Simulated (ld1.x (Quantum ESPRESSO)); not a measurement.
Before and after: TM potential for nitrogen (N)

* Element: nitrogen (N)
* Generator: ld1.x (Quantum ESPRESSO) 7.5
* Type: norm-conserving Troullier–Martins (Kleinman–Bylander form)
* Functional: Wu–Cohen
* Relativity: scalar-relativistic
* Frozen core: [He]
* Valence charge: 5
* Reference configuration: 2s2 2p3
* Partial waves: 2s (bound): rc 1.10 bohr; 2p (bound): rc 1.85 bohr
* Local potential: the p channel
* Core correction: Bessel-smoothed model core, default radius (core density twice the valence density)

Change: all radii but the core radius scaled by about 1.04 (s 1.14, p 1.94 bohr).

Cutoffs: the cutoffs (Ry, on a coarse ladder) from which the occupation-weighted sum of valence levels, in a spherical-Bessel basis at the reference potential, stays within 10 and 1 mRy of its value at 400 Ry; they do not see the model core or the augmentation charge, which bear on the density cutoff. Errors are all-electron minus pseudo energies relative to the spin-unpolarised reference configuration.

How do hardness, ghosts and transferability respond?

The potential gets neither clearly harder nor softer (45 Ry and 110 Ry → 45 Ry and 110 Ry); the s channel sets the loose cutoff, while the largest relative change is in p, which becomes softer; of the 7 tests that both files solve, the error grows in 6 and shrinks in 0 by more than 15 % and 0.3 meV (median size 9.1 → 13.0 meV); neither file shows a bound ghost. More of the atom is replaced by a form fitted at one configuration, so other configurations suffer.

| quantity | base | changed |
| --- | --- | --- |
| cutoff, loose | 45 Ry | 45 Ry |
| cutoff, tight | 110 Ry | 110 Ry |
| loose cutoff by channel (10 mRy a level) | s 40 Ry, p 35 Ry | s 40 Ry, p 30 Ry |
| bound ghosts | none | none |
| error for 2s2 2p2, meV [ΔE 13.56 eV] | +9.1 | +13 |
| error for 2s2 2p1, meV [ΔE 42.38 eV] | +208 | +261 |
| error for 2s2 2p0, meV [ΔE 89.37 eV] | +1086 | +1317 |
| error for 2s1 2p4, meV [ΔE 11.43 eV] | -0.5 | -3.6 |
| error for 2s1 2p0, meV [ΔE 167.01 eV] | +1840 | +2205 |
| error for 2s0 2p5, meV [ΔE 22.88 eV] | +1.4 | -11 |
| error for 2s2 2p2.5, meV [ΔE 5.08 eV] | -0.8 | -0.6 |
